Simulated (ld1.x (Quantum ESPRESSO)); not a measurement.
Zn (Z = 30), TM: configuration errors across variants

Zn, norm-conserving Troullier–Martins (Kleinman–Bylander form), made with ld1.x (Quantum ESPRESSO) 7.5 (PBEsol, fully relativistic). Core [Ne] 3s2, reference 3p6 3d10 4s2 4p0. Waves: 4s (bound): rc 2.20 bohr; 3d (bound): rc 1.45 bohr; 3p (bound): rc 0.65 bohr. Local part: the p channel. Core correction: a·sin(br)/r model core inside 0.55 bohr.

Open shells are filled in proportion to 2j + 1 (rel_dist='average').

All-electron excitation energies from the reference (eV): (1) 3p6 3d10 4s1 4p0 9.900; (2) 3p6 3d10 4s0 4p0 28.248; (3) 3p6 3d9 4s0 4p0 68.757; (4) 3p6 3d10 4s1.5 4p0 3.950; (5) 3p6 3d8 4s0 4p0 130.537; (6) 3p6 3d10 4s1 4p1 5.125; (7) 3p6 3d10 4s0 4p1 16.256.

A true bound ghost makes a file unfit for plane-wave use even where its test errors are small: the radial tests pick states by their node count and pass the ghost by.

The file “base” misses its own reference levels by 2.1 eV. The file “all radii but the core radius scaled by about 0.77 (s 1.70, p 0.50, d 1.12 bohr)” misses its own reference levels by 2.1 eV. The file “all radii but the core radius scaled by about 0.84 (s 1.86, p 0.54, d 1.22 bohr)” misses its own reference levels by 2.1 eV. The file “all radii but the core radius scaled by about 0.94 (s 2.08, p 0.62, d 1.36 bohr)” misses its own reference levels by 2.1 eV. The file “all radii but the core radius scaled by about 1.20 (s 2.64, p 0.78, d 1.74 bohr)” misses its own reference levels by 2.1 eV. The file “all radii but the core radius scaled by about 1.27 (s 2.80, p 0.82, d 1.84 bohr)” misses its own reference levels by 2.1 eV. The file “all radii but the core radius scaled by about 1.38 (s 3.04, p 0.90, d 2.00 bohr)” misses its own reference levels by 2.1 eV.

Errors AE − PS in meV (a dash: test not solved or not reliable):

| change | (1) | (2) | (3) | (4) | (5) | (6) | (7) | bound ghosts |
| --- | --- | --- | --- | --- | --- | --- | --- | --- |
| base | -3.1 | -27 | -19 | -0.5 | +73 | +0.5 | -14 | s, p1/2 (extra level of the local part) |
| all radii but the core radius scaled by about 0.77 (s 1.70, p 0.50, d 1.12 bohr) | -4.3 | -39 | +40 | -0.6 | +110 | +5.0 | -10 | s |
| all radii but the core radius scaled by about 0.84 (s 1.86, p 0.54, d 1.22 bohr) | -4.9 | -37 | +41 | -0.9 | +128 | +2.6 | -14 | s, p1/2 (extra level of the local part) |
| all radii but the core radius scaled by about 0.94 (s 2.08, p 0.62, d 1.36 bohr) | -4.1 | -31 | +19 | -0.7 | +112 | +0.5 | -16 | s, p1/2 (extra level of the local part) |
| all radii but the core radius scaled by about 1.20 (s 2.64, p 0.78, d 1.74 bohr) | -2.1 | -39 | -213 | 0.0 | -92 | +1.2 | -21 | s |
| all radii but the core radius scaled by about 1.27 (s 2.80, p 0.82, d 1.84 bohr) | -2.8 | -54 | -298 | 0.0 | -145 | +1.2 | -29 | s |
| all radii but the core radius scaled by about 1.38 (s 3.04, p 0.90, d 2.00 bohr) | -7.1 | -109 | -507 | -0.5 | -216 | +0.1 | -56 | s |

**Question.** Give the same row for: all radii but the core radius scaled by about 1.05 (s 2.30, p 0.68, d 1.52 bohr).

**Answer.** -2.4, -24, -38, -0.3, +78, +0.8, -13; bound ghosts: s, p1/2 (extra level of the local part).
